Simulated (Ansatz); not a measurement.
Basis sets compared for Si(OH)4 (SiO₄H₄). Total charge 0; singlet. Geometry PBE-D4/def2-SVP. Ansatz on 4 threads of Arm Neoverse V1 on a shared host; times are rough, and most runs start from earlier orbitals.

Cartesian coordinates in Å:
```
Si 0.0000 0.0000 -0.0001
O 0.2634 -0.1693 1.6359
H 1.0906 -0.6372 1.8461
O -1.6393 0.2336 -0.1794
H -2.1709 -0.2464 0.4798
O 0.6433 -1.3615 -0.7119
H 0.8592 -1.2384 -1.6529
O 0.7328 1.2972 -0.7448
H 0.2208 2.1219 -0.6727
```

Binding counts from free atoms (Si triplet, O triplet, H doublet) in the same basis, without a counterpoise term.

| level | functions | energy (Eh) | HOMO (eV) | LUMO (eV) | binding per atom (eV) | wall time |
| --- | --- | --- | --- | --- | --- | --- |
| PBE-D4/def2-SVP | 94 | -592.1968 | -6.93 | -0.05 | 4.29 | 1.1 s |
| PBE0-D4/def2-SVP | 94 | -592.2263 | -8.84 | 0.90 | 4.15 | 0.75 s |

Problem. Estimate the rows for PBE-D4/def2-TZVP, PBE0-D4/def2-TZVP.

Solution. 
```
            level  functions  energy (Eh)  HOMO (eV)  LUMO (eV)  binding per atom (eV)  wall time
 PBE-D4/def2-TZVP        185    -592.7006      -7.39      -0.64                   4.36      1.2 s
PBE0-D4/def2-TZVP        185    -592.7251      -9.17       0.28                   4.22      1.6 s
```
